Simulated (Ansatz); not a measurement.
Consider the formal exchange of groups at a Ge–Si bond: `C[SiH](C)[GeH3]` + `[OH][GeH]([GeH3])[GeH3]` → `[OH][Ge]([GeH3])([GeH3])[GeH3]` + `C[SiH2]C`.

Program: Ansatz. Geometries: PBE0-D4/def2-TZVP. ΔE: electronic, gas phase. CCSD(T)/CBS is the MP2 limit (def2-TZVPP, def2-QZVPP) plus CCSD(T) − MP2 in def2-TZVPP, frozen cores. For Ge outer-core shells are correlated without core-valence functions, which leaves a few kJ/mol of doubt a bond. Scalar relativity is left out up to krypton. Each species was taken in one conformer, which may not be the lowest.

| level | ΔE (kJ/mol) |
| --- | --- |
| HF/def2-TZVPP | -22.2 |
| SCS-MP2/def2-QZVPP | -26.0 |

(1) What does CCSD(T)/CBS give? (Estimate.)

Largest T1 diagnostic among the species: 0.012.

Answers

(1) Computed: -23.6 kJ/mol. The listed levels differ from it by 1.4, -2.4 kJ/mol.
